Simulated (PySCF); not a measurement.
## Dipole moment and polarisability across levels of theory

Compound: trimethylsilane, C3H10Si.
Atom-mapped SMILES: `[CH3:1][SiH:2]([CH3:3])[CH3:4]` (hydrogens: H5, H6, H7 on C1; H8 on Si2; H9, H10, H11 on C3; H12, H13, H14 on C4)

PySCF, dipoles from the SCF density, polarisabilities from static response with core orbitals frozen. Isolated species at its PBE0-D3(BJ)/def2-SVP geometry, gas phase.

Reference dipole: 0.525 D (measured, gas; NIST CCCBDB Release 22 (SRD 101), experimental dipoles). The anisotropy is √(½[(α1 − α2)² + (α2 − α3)² + (α3 − α1)²]).

```csv
level,μ (D),error (%),α (Å³),anisotropy (Å³)
LDA/def2-SVPD,0.592,+12.8,10.36,1.33
PBE/def2-SVPD,0.582,+10.8,10.15,1.31
B3LYP/def2-SVPD,0.546,+4.1,9.86,1.19
PBE0/def2-SVPD,0.573,+9.1,9.78,1.20
BHandHLYP/def2-SVPD,0.534,+1.6,9.50,1.09
CAM-B3LYP/def2-SVPD,0.542,+3.2,9.71,1.12
HF/def2-SVPD,0.533,+1.4,9.12,0.94
```

For the dipole, the smallest error is 1.4% (HF/def2-SVPD) and the largest 12.8% (LDA/def2-SVPD). The dipole runs from 0.53 D (HF/def2-SVPD) to 0.59 D (LDA/def2-SVPD). In one basis (def2-SVPD) the functionals order the polarisability from HF (lowest) to LDA (highest), a spread of 14%. Measured values can belong to vibrating molecules and may average over conformers; the computed ones are for one fixed geometry.
